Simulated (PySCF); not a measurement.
# Computed properties of H₅NSi, SMILES N[SiH3]

Si(H)3(NH2) (H5NSi), SMILES N[SiH3]. Coordinates come from a ωB97X-D3(BJ)/def2-TZVP optimisation. Other conformers were not sampled. All values are computed for the isolated molecule unless a solvent is named; none is compared with measurement here.

**Structure.** The optimised structure has Cs symmetry. All 15 harmonic modes at ωB97X-D3(BJ)/def2-TZVP (PySCF) are real, so it is a minimum.

**Vibrations.** The strongest infrared lines (harmonic, unscaled, degenerate partners summed) lie at 1003 cm⁻¹ (221 km/mol, H 91 %, Si 9 %), 372 cm⁻¹ (204 km/mol, H 82 %, N 18 %), 2203 cm⁻¹ (186 km/mol, H 96 %). The softest mode is at 166 cm⁻¹ and the zero-point energy is 31.8 kcal/mol.

**Electronic structure.** ωB97X/def2-TZVPD (PySCF) places the frontier levels at -9.89 and 1.83 eV, a gap of 11.72 eV, and gives a dipole moment of 1.25 D and a mean polarisability of 38.3 bohr³.

**Excitations.** TDA-ωB97X/def2-TZVPD (PySCF) has S1 at 6.39 eV (194 nm, f = 0.026, weak); the most intense of the 10 singlets computed lies at 9.54 eV (f = 0.16). T1 (TDA) is at 6.12 eV, 0.27 eV under S1. No vertical singlet excitation falls in the visible range (under 3.1 eV).

**NMR.** GIAO shifts at KT2/pcSseg-2 (PySCF) (non-relativistic, atoms alike by connectivity averaged): ¹H from -0.2 to 5.1 ppm against TMS; ²⁹Si at -55.3 ppm against TMS.
